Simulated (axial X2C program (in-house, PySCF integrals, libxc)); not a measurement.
# HCuH⁻: properties at the nuclei

Computed with an in-house all-electron X2C program for linear molecules (integrals from PySCF): two-component X2C with atomic mean-field Coulomb and Gaunt terms, Gaussian nuclei, basis H dyall-v3z, Cu dyall-v3z with contracted cores.

H–Cu–H held linear, with bonds 1.554 and 1.554 Å (near the PBE0 minimum at charge -1 of the determinant lowest at the starting distance; the state shown can have its own minimum elsewhere, held linear; other orders of the atoms were not compared).

Determinant lowest in the PBE0 search, Ω = 0 (closed shell), highest spinor 57% Cu d, 28% Cu s, 14% H s:

| level | qzz H (a.u.) | qzz Cu (a.u.) |
| --- | --- | --- |
| PBE0 | 0.09 | -1.50 |
| HF | 0.09 | -2.01 |
| r2SCAN | 0.09 | -1.50 |

qzz is the electric field gradient, eQq0 = 234.96 MHz × Q/barn × qzz. The operators were transformed with the bare-nucleus X2C matrices; with these basis sets, hyperfine constants and field gradients can be off by tens of per cent, and where levels differ in sign neither size nor sign is settled.

Question: With Q(63Cu) = -0.22 barn (Q from Pyykkö, Mol. Phys. 2018), turn the PBE0 values of the first state into constants in MHz.

Answer: eQq0(63Cu) = 234.96 × (-0.22) × (-1.50) = 77.5 MHz.

The molecule was held linear; bending was not examined, so a bent shape may lie lower.

Each state is one determinant with collinear spin. For an anion, determinants above electron detachment, or with a positive highest level, are held by the basis set. The search compared states at one distance, so a state with another bond length can lie lower.
